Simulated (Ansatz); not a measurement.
`[TeH]B1N[SiH2]1` + `FCCl` → `FC(Cl)[TeH]` + `B1N[SiH2]1`  (formal exchange of groups at a Te–B bond)

Computed with Ansatz on PBE0-D4/def2-TZVP structures; ΔE is electronic, products minus reactants. CCSD(T)/CBS adds triple-zeta CCSD(T) − MP2 to the extrapolated MP2 energy (def2 sets, frozen cores). This one scheme is used for every species. Functionals use def2-TZVPP. HSE06 is defined as in plane-wave codes. def2 core potentials past Kr. For Te outer-core shells are correlated without core-valence functions, which leaves a few kJ/mol of doubt a bond.

| level | ΔE (kcal/mol) |
| --- | --- |
| r2SCAN0-D4 | 27.8 |
| CAM-B3LYP-D4 | 25.5 |
| PBE0 | 27.3 |
| HSE06 | 27.4 |
| RPA@PBE/def2-TZVPP | 26.0 |
| HF/def2-SVP | 31.0 |
| MP2/def2-QZVPP | 27.8 |
| MP2/CBS(def2) | 27.5 |

What does CCSD(T)/CBS give? (Best estimate.)

The calculation gave: +26.3 kcal/mol. The listed levels differ from it by 1.5, -0.8, 1.0, 1.1, -0.3, 4.7, 1.5, 1.2 kcal/mol.

Largest T1 diagnostic among the species: 0.014.

Leaving LDA and LC-ωPBE aside and taking each functional with its dispersion term where it has one, the values, not all of them listed here, spread over 5.1 kcal/mol, from BLYP-D4 to PBE-QIDH. From BLYP to BHLYP (50 % exact exchange), in def2-TZVPP and without D4, ΔE moves by +3.1 kcal/mol. At CCSD(T), def2-SVP lies +2.7 kcal/mol from the extrapolated value and def2-TZVPP +0.9 kcal/mol.
